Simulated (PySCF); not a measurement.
Core-level binding energies of (HZn-mu-NH2)2

(HZn-mu-NH2)2 (singlet state).
Cartesian coordinates in Å at the PBE0-D3(BJ)/def2-SVP level; atoms count from 1:
```
atom  x, y, z in Å
Zn1    0.5975    1.3289    0.0374
H2     1.3558    2.6861    0.1688
N3     0.5529   -0.2206   -1.2684
Zn4   -0.3165   -1.4256    0.1087
H5    -0.5208   -2.9598    0.3075
N6    -0.7028    0.2604    1.1656
H7     1.4327   -0.5245   -1.6870
H8    -0.0500   -0.0344   -2.0732
H9    -0.5523    0.2393    2.1750
H10   -1.6718    0.5735    1.0699
```

The calculation used delta-SCF UKS SCAN, pcX-2 on the ionised atom (unc-x2c-TZVPall on a metal), pcseg-1 elsewhere, spin-free X2C (PySCF 2.14.0). Binding energies are ΔSCF values: E(core-ionised, relaxed orbitals) − E(ground state) at a fixed geometry, referred to the vacuum level.

Question: Give the core binding energies atom by atom.

Answer: 
```csv
atom(s),bonded to,level,binding energy (eV),count
N3/N6,2 H and 2 Zn,N 1s,404.33,2
```

Question: Which photon energy gives electrons from N 1s of N3/N6 a kinetic energy of 20 eV, and what is their de Broglie wavelength?

Answer: hν = 404.33 + 20 = 424.33 eV, recoil neglected; λ = 12.264 Å/√(E/eV) = 2.74 Å.

Question: Give the binding energy of N 1s of N3/N6 in hartree and in kJ/mol.

Answer: 404.33 eV = 14.8589 Eh = 39012 kJ/mol.

Atoms equivalent by their bonding share one computed value, that of the first of them. Not every level is listed. No level of zinc is listed. Geometry: PBE0-D3(BJ)/def2-SVP; no solvent, vibrations or thermal averaging. Metal 2p energies of this one-determinant scheme are less reliable than its 1s energies.
